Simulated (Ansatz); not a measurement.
`CC(C)[SiH2]O` + HCl → `CC(Cl)[SiH2]O` + CH₄  (substitution at a C–C bond)

Computed with Ansatz on PBE0-D4/def2-TZVP structures; ΔE is electronic, products minus reactants. CCSD(T)/CBS adds triple-zeta CCSD(T) − MP2 to the extrapolated MP2 energy (def2 sets, frozen cores). This one scheme is used for every species. DFT in def2-TZVPP. Each species was taken in one conformer, which may not be the lowest.

`CC(C)[SiH2]O`:

Cartesian coordinates in Å:
```
C 0.225 -1.185 -1.106
C 0.565 0.058 -0.288
C -0.143 1.296 -0.833
Si 0.190 -0.191 1.533
O -1.419 -0.454 1.810
H -0.843 -1.414 -1.044
H 0.468 -1.037 -2.164
H 0.771 -2.065 -0.759
H 1.650 0.228 -0.341
H -1.231 1.176 -0.793
H 0.115 2.199 -0.273
H 0.119 1.471 -1.881
H 0.648 1.013 2.290
H 0.882 -1.402 2.044
H -1.998 0.307 1.804
```

HCl:

Z-matrix (Å, degrees):
```
Cl
H 1 1.279
```

`CC(Cl)[SiH2]O`:

Cartesian coordinates in Å:
```
C -1.683 -0.117 0.011
C -0.340 0.563 -0.124
Cl -0.035 1.643 1.296
Si 1.135 -0.613 -0.174
O 2.552 0.215 -0.202
H -2.493 0.612 0.091
H -1.715 -0.761 0.891
H -1.869 -0.736 -0.873
H -0.326 1.230 -0.989
H 1.100 -1.413 -1.424
H 1.011 -1.502 1.013
H 2.661 0.878 0.484
```

CH₄:

```xyz
5

C     0.000    0.000    0.000
H    -1.088   -0.006   -0.056
H     0.339   -0.873    0.556
H     0.333    0.905    0.507
H     0.416   -0.026   -1.007
```

```
        level  ΔE (kJ/mol)
         PBE0         -0.8
MP2/CBS(def2)          0.1
```

(1) What does CCSD(T)/CBS give? (Best estimate.)

Largest T1 diagnostic among the species: 0.010.

Results:

(1) The calculation gave: +1.2 kJ/mol. The listed levels differ from it by -2.0, -1.1 kJ/mol.

In def2-TZVPP, CCSD(T) changes the Hartree–Fock value by +6.2 kJ/mol (the triples alone add −1.7 kJ/mol) and MP2 by +5.2 kJ/mol. From r2SCAN to r2SCAN0 (25 % exact exchange), in def2-TZVPP and without D4, ΔE moves by +3.5 kJ/mol.

CCSD(T)/CBS has its own doubt, a few kJ/mol and more with outer-core shells, so smaller differences from it don't rank the levels.
